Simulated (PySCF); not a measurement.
Rows and methods have been separated. Pair them.

C3H3BN2O2.
Structure used (PBE0-D3(BJ)/def2-SVP), in Å, numbered top down from 1:
```
atom  x, y, z in Å
N1     2.1369   -0.0181    2.2676
C2     1.7483    0.0244    1.1798
C3     1.2463    0.0819   -0.1961
O4     0.1425   -0.7649   -0.3717
B5    -1.1509   -0.3501   -0.3360
O6    -2.1571   -1.2291   -0.4325
C7    -1.4831    1.1685   -0.2076
N8    -1.6606    2.3093   -0.1128
H9     1.0059    1.1325   -0.4353
H10    2.0490   -0.2454   -0.8748
H11   -1.8490   -2.1412   -0.4981
```

The closed-shell ground state was solved 4 times with PySCF (density fitting, gas phase), always with PBE0, in these basis sets: 6-31G, IGLO-III, STO-3G and cc-pVDZ.

```json
{"row": "P", "total energy (Eh)": "-400.6947", "HOMO (eV)": "-9.91", "LUMO (eV)": "-1.70", "dipole (D)": "4.65"}
{"row": "Q", "total energy (Eh)": "-400.5599", "HOMO (eV)": "-9.68", "LUMO (eV)": "-1.32", "dipole (D)": "4.48"}
{"row": "R", "total energy (Eh)": "-400.3883", "HOMO (eV)": "-9.89", "LUMO (eV)": "-1.40", "dipole (D)": "4.48"}
{"row": "S", "total energy (Eh)": "-395.3121", "HOMO (eV)": "-6.70", "LUMO (eV)": "1.91", "dipole (D)": "4.29"}
```

**Question.** Which basis belongs to which row?

**Answer.** P = IGLO-III, Q = cc-pVDZ, R = 6-31G, S = STO-3G. From the lowest total energy up: IGLO-III (310 functions) 0 eV; cc-pVDZ (127 functions) +3.67 eV; 6-31G (78 functions) +8.34 eV; STO-3G (43 functions) +146.47 eV.

One conformer stands for the species.
